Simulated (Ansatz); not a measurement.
Mulliken charges of `F[SiH2][AlH][GeH3]` from B3LYP/def2-TZVPP in Ansatz (PBE0-D4/def2-TZVP geometry).

| atom | x (Å) | y (Å) | z (Å) | charge (e) |
| --- | --- | --- | --- | --- |
| F1 | -0.757 | 2.886 | 1.812 | -0.332 |
| Si2 | -0.205 | 2.050 | 0.549 | 0.393 |
| Al3 | -0.413 | -0.389 | 0.853 | 0.379 |
| Ge4 | 0.413 | -1.869 | -0.959 | -0.116 |
| H5 | -0.961 | 2.516 | -0.650 | -0.084 |
| H6 | 1.216 | 2.455 | 0.342 | -0.084 |
| H7 | -1.044 | -1.025 | 2.164 | -0.123 |
| H8 | 0.844 | -1.100 | -2.223 | -0.009 |
| H9 | -0.651 | -2.896 | -1.394 | -0.011 |
| H10 | 1.641 | -2.679 | -0.491 | -0.013 |

Q: By hand: the dipole of these point charges (1 e Å = 4.8032 D).

A: Σ q r = (0.052, -0.298, -0.150) e Å, of length 0.338 e Å = 1.62 D.

Q: How does the dipole of the full density compare? (Estimate.)

A: Ansatz gave: (0.036, -0.168, -0.104) e Å, 0.96 D; the point charges give 1.69 times that, at 5° from its direction.

Point charges leave out the atoms' own dipoles, such as those of lone pairs, and Mulliken's split depends on the basis, so the two needn't agree.

B3LYP here is the variant with VWN-RPA as its local correlation; programs differ in this.
